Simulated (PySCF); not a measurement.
B2H2OSi (calculated)

Calculation on a computer-drawn molecule: optimised geometry and harmonic frequencies of an isolated molecule of the commonest isotopes, restricted reference for singlets and unrestricted otherwise, frozen core in MP2. Program: PySCF 2.14.0.

```json
{"formula": "B2H2OSi", "start_structure": {"atoms_angstrom": [["O", 1.2386, 1.5214, -4.3048], ["B", 0.636, 1.5107, -3.2825], ["B", -0.2621, 1.4386, -1.9984], ["Si", -0.4897, -0.2186, -1.1702], ["H", -0.7684, 2.3912, -1.4657], ["H", -0.5634, -1.5037, -0.5823]]}, "given": {"charge": 0, "multiplicity": 1, "method": "HF", "basis": "cc-pV(D+d)Z", "drawn_bonds_atom": [1, 2, 3, 3, 4], "drawn_bonds_other_atom": [2, 3, 4, 5, 6], "drawn_bonds_order": [2, 1, 1, 1, 1]}, "results": {}}
```

To be estimated
1. What total energy does the calculation give for B2H2OSi?
2. What rotational constants does the calculation give for B2H2OSi?
3. Give the table of modes values for B2H2OSi.

## Answers
1. -414.3053 hartree
2. 27.96, 2.288, 2.156 GHz
3. 
Modes:
```
frequency (cm⁻¹)  reduced mass (dalton)
           107.3                  9.336
           260.5                  1.473
           380.1                  1.643
           416.5                  4.002
           469.2                  1.914
           559.2                  3.039
           794.2                   2.41
           836.6                  1.569
             988                   2.19
            2131                  1.092
            2140                  7.866
            2703                  1.091
```

Further results for B2H2OSi:

* convergence status largest gradient component: 3.456e-05 hartree/bohr

Optimised structure:
```xyz
6
B2H2OSi
O      1.3498     1.5432    -4.2490
B      0.6466     1.4480    -3.2956
B     -0.3608     1.2480    -1.9470
Si    -1.2461    -0.4838    -1.4512
H     -0.5625     2.2132    -1.2614
H     -0.0360    -0.8291    -0.5996
```
